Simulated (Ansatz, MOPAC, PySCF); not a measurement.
Noncovalent pair: H2S (SMILES S) (first 3 atoms) with GeH4 (SMILES [GeH4]); geometry from B3LYP-D3(BJ)/def2-TZVP.
(charge 0, multiplicity 1):
```xyz
8

S      0.1562    -0.3755    -0.3138
H      0.2778    -1.6336     0.1384
H     -1.1720    -0.3716    -0.1193
Ge    -0.0098     0.1885     3.5002
H     -0.1376     0.3389     5.0266
H     -1.0168    -0.8683     3.0207
H      1.4147    -0.2628     3.1525
H     -0.3148     1.5338     2.8295
```

Counterpoise-corrected where a basis set is named; no monomer relaxation.

The state that PM3 reach isn't checked.

Codes used: Ansatz (an electronic-structure program); MOPAC for PM3 (differences of heats of formation); PySCF for the dispersion terms. Each number belongs to the level named beside it.

Task: One of these levels gives -0.73 kcal/mol for the interaction energy. Name it.
A. B3LYP-D3(BJ)/def2-TZVPPD
B. SVWN5/def2-TZVPPD
C. r2SCAN/def2-TZVPPD
D. PM3

Result: C, r2SCAN/def2-TZVPPD. The others give 0.99 (PM3), -2.03 (SVWN5/def2-TZVPPD), -1.31 (B3LYP-D3(BJ)/def2-TZVPPD)
